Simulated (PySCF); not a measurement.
Polarisability and C₆ of Ni(3+) (nickel, charge +3)

[Ar] 3d7, high-spin 4F determinant. Computed with PySCF 2.14 in x2c-TZVPPall with one added diffuse shell each of s, p, d, f type (7s6p5d3f1g, 80 functions), with the spin-free X2C one-electron Hamiltonian (Gaussian nucleus). Coupled (time-dependent) response in atomic units; α is the mean over directions.

| method | mean α (bohr³) | C₆ (like pair) | S(−4) |
| --- | --- | --- | --- |
| UHF | 1.501 | 3.466 | 0.6808 |
| PBE | 1.786 | 4.179 | 1.183 |
| PBE0 | 1.688 | 3.934 | 0.9897 |

S(−4) is the Cauchy moment in α(ω) = α(0) + S(−4) ω² + …

α(iu) at PBE0:

```json
{"u (hartree)": "0", "α(iu) (bohr³)": "1.688"}
{"u (hartree)": "0.0500", "α(iu) (bohr³)": "1.686"}
{"u (hartree)": "0.100", "α(iu) (bohr³)": "1.678"}
{"u (hartree)": "0.200", "α(iu) (bohr³)": "1.650"}
{"u (hartree)": "0.300", "α(iu) (bohr³)": "1.607"}
{"u (hartree)": "0.500", "α(iu) (bohr³)": "1.493"}
{"u (hartree)": "0.750", "α(iu) (bohr³)": "1.334"}
{"u (hartree)": "1.00", "α(iu) (bohr³)": "1.186"}
{"u (hartree)": "1.50", "α(iu) (bohr³)": "0.9473"}
{"u (hartree)": "2.00", "α(iu) (bohr³)": "0.7721"}
{"u (hartree)": "3.00", "α(iu) (bohr³)": "0.5393"}
{"u (hartree)": "5.00", "α(iu) (bohr³)": "0.3003"}
```

A single London oscillator, α(iu) = α/(1 + u²/ω²), gives C₆ = (3/4) ω α². Matching the computed C₆ needs ω = 4 × 3.934 / (3 × 1.688²) = 1.84 hartree.

For an ion, C₆ is the dispersion term alone; charge-induced terms of lower order in 1/R come first.
